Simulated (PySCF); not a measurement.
**Fractional electron number in Co²⁺ (cobalt, charge +2)**

The 3d beta orbital of [Ar] 3d7 is emptied in steps (occupation f), with all orbitals relaxed, ending at [Ar] 3d6. All numbers are calculated (PySCF 2.14, the non-relativistic Hamiltonian (point nucleus), in aug-cc-pVTZ (8s7p5d3f2g, 93 functions)). The exact energy is a straight line in f; departures are measured from the line between the end points of the same method.

Q: Among PBE0, r2SCAN, LC-wPBE, which shows the largest delocalisation error (convex curve), and which is closest to linear?

A: Most convex: r2SCAN (-1.867 eV at f = 0.4); closest to linear: LC-wPBE (-0.750 eV).

```json
{"f": "1", "PBE0 (eV)": "0.000", "r2SCAN (eV)": "0.000", "LC-wPBE (eV)": "0.000"}
{"f": "0.8", "PBE0 (eV)": "-0.883", "r2SCAN (eV)": "-1.238", "LC-wPBE (eV)": "-0.486"}
{"f": "0.6", "PBE0 (eV)": "-1.333", "r2SCAN (eV)": "-1.863", "LC-wPBE (eV)": "-0.741"}
{"f": "0.4", "PBE0 (eV)": "-1.340", "r2SCAN (eV)": "-1.867", "LC-wPBE (eV)": "-0.750"}
{"f": "0.2", "PBE0 (eV)": "-0.897", "r2SCAN (eV)": "-1.245", "LC-wPBE (eV)": "-0.506"}
{"f": "0", "PBE0 (eV)": "0.000", "r2SCAN (eV)": "0.000", "LC-wPBE (eV)": "0.000"}
```

```tsv
method	E(f=0) − E(f=1) (eV)	−ε at f=1 (eV)	−ε at f=0.4 (eV)
PBE0	33.928	28.451	35.012
r2SCAN	33.995	26.292	35.538
LC-wPBE	34.254	31.261	34.832
```

Reference removal energy between the ground levels: 33.5 ± 0.06 eV (semi-empirical (NIST evaluation); NIST Atomic Spectra Database, ionization energies). The calculation has no spin-orbit coupling. The determinant left behind need not be the lowest term of the ion.
